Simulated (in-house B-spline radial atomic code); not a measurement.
# Response and correlation of Cd

Closed shell [Kr] 4d10 5s2. Computed with a B-spline radial code for spherical atoms: Dirac-Hartree-Fock, relativistic RPA (time-dependent Dirac-Hartree-Fock) for the response and second-order many-body perturbation theory for correlation, no-pair Dirac-Coulomb Hamiltonian, finite nucleus, speed of light scaled by 100 (non-relativistic limit).

Command:
```bash
python run_mb.py task.json out
```
Settings (nuclear radius in fm, box in bohr, cutoff in hartree):
```
basis_form          2
Z                   48
core_configuration  [Kr] 4d10 5s2
rms_radius          4.6087
mass_number         114
speed_of_light      13703.59991
box_radius          45.0
lmax                7
intervals           67
virtual_cutoff      57600.0
```

Run time, properties included: 16 s on 1 thread of Intel(R) Xeon(R) Platinum 8259CL CPU @ 2.50GHz, with other jobs on the host.

```
multipole (bohr³, bohr⁵, bohr⁷)  uncoupled  coupled RPA
                         dipole     57.126       76.014
                     quadrupole     497.67       784.37
                       octupole      11333            ?
```

Task: What is the coupled octupole polarisability?

Result: 16618 atomic units, +47 % against the uncoupled value.

Task: Which subshells carry the dipole polarisability?

Result: 5s1/2 101.9 %, 4d5/2 -1.1 %, 4d3/2 -0.7 %.

Task: What does the dipole shielding factor come to?

Result: The dipole shielding factor is 1.000, against the exact N/Z = 48/48 = 1.000 of the non-relativistic theorem.

Dipole polarisability at imaginary frequency:

```json
{"u (Eh)": "0", "α(iu) (bohr³)": "76.01"}
{"u (Eh)": "0.05", "α(iu) (bohr³)": "69.29"}
{"u (Eh)": "0.15", "α(iu) (bohr³)": "41.83"}
{"u (Eh)": "0.3", "α(iu) (bohr³)": "20.23"}
{"u (Eh)": "0.5", "α(iu) (bohr³)": "10.94"}
{"u (Eh)": "1", "α(iu) (bohr³)": "4.951"}
{"u (Eh)": "2", "α(iu) (bohr³)": "2.195"}
{"u (Eh)": "5", "α(iu) (bohr³)": "0.586"}
```

Task: What dispersion coefficients follow for two such atoms?

Result: C6 = (3/π)∫α(iu)²du = 769.4 hartree·bohr⁶ and C8 = 46350 hartree·bohr⁸.

Lowest J = 1 odd-parity excitations:

| energy (eV) | oscillator strength | leading channel | weight |
| --- | --- | --- | --- |
| 1.4617 | 2.11e-12 | 5s1/2 → p1/2 | 0.667 |
| 4.1296 | 1.55 | 5s1/2 → p3/2 | 0.657 |
| 5.5215 | 3.16e-09 | 5s1/2 → p1/2 | 0.667 |
| 5.7497 | 0.0789 | 5s1/2 → p3/2 | 0.665 |
| 6.3017 | 4.02e-11 | 5s1/2 → p1/2 | 0.667 |
| 6.3831 | 0.0162 | 5s1/2 → p3/2 | 0.666 |

For an outer ns² shell RPA puts the lowest triplet far too low, and second order misses the ns²-np² near-degeneracy.

Second-order correlation energy by the highest angular momentum of the excited pair (hartree): s -0.02344, p -0.2456, d -0.7233, f -1.075, g -0.344, h -0.1509, i -0.06889, k -0.03528.

Task: What is the second-order correlation energy at the partial-wave limit?

Result: The listed waves sum to -2.666 hartree; extrapolating the increments as (l + 1/2)⁻⁴ gives -2.7381 hartree, -1.55 eV per electron.
